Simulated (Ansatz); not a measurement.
`S=[CH][SbH2]` + `O[SiH3]` → `[SiH3][O][SbH2]` + `C=S` at 500 K and 1 bar (ligand exchange at the Sb–C bond).

Calculated with Ansatz (gas phase, PBE0-D4/def2-TZVP geometries, no zero-point term in ΔE). CCSD(T)/CBS is the MP2 limit (def2-TZVPP, def2-QZVPP) plus CCSD(T) − MP2 in def2-TZVPP, frozen cores. This one scheme is used for every species. def2 core potentials past Kr. For Sb outer-core shells are correlated without core-valence functions, which leaves a few kJ/mol of doubt a bond.

| species | CCSD(T)/CBS energy (Eh) | H − E (kJ/mol) | S (J/(mol·K)) |
| --- | --- | --- | --- |
| `S=[CH][SbH2]` | -677.58851 | 108.8 | 357.6 |
| `O[SiH3]` | -366.69042 | 127.5 | 292.9 |
| `[SiH3][O][SbH2]` | -607.29789 | 151.3 | 406.6 |
| `C=S` | -436.98974 | 83.9 | 252.6 |

H − E and S are ideal-gas, rigid-rotor, harmonic terms from PBE0-D4/def2-TZVP, for one conformer and one mirror image of each species. 1 Eh = 2625.50 kJ/mol, R = 8.31446 J/(mol·K).

**Question.** By hand: ΔE, ΔH, ΔS and ΔG.

**Answer.** ΔE = (-607.29789) + (-436.98974) − (-677.58851) − (-366.69042) = -0.00870 Eh = -22.8 kJ/mol. Δ(H − E) = 151.3 + 83.9 − 108.8 − 127.5 = -1.1, so ΔH = -23.9 kJ/mol. ΔS = 406.6 + 252.6 − 357.6 − 292.9 = 8.7 J/(mol·K). ΔG = -23.9 − 500 × (8.7)/1000 = -28.2 kJ/mol.

**Question.** By hand: the equilibrium constant, and the temperature at which ΔG would vanish if ΔH and ΔS stayed fixed.

**Answer.** log₁₀ K = −ΔG/(RT ln 10) = 2.9. ΔH and −TΔS have one sign here, so there is no such temperature.

The number of gas molecules stays the same, so ΔS is small and ΔH decides. A doubt of 5 kJ/mol in ΔE shifts log₁₀ K by 0.5 here. Other conformers and mirror images would add mixing entropy, several J/(mol·K) or more a flexible species. Modes under 60 cm⁻¹, often nearly free rotors, make the harmonic entropy too high. These are equilibria of isolated gas molecules and say nothing of rates. Largest T1 diagnostic: 0.017 (customary marks: 0.02 for closed shells, 0.045 for open ones).

ΔS is within the doubt of such terms, so its sign, and with it that verdict, could turn.
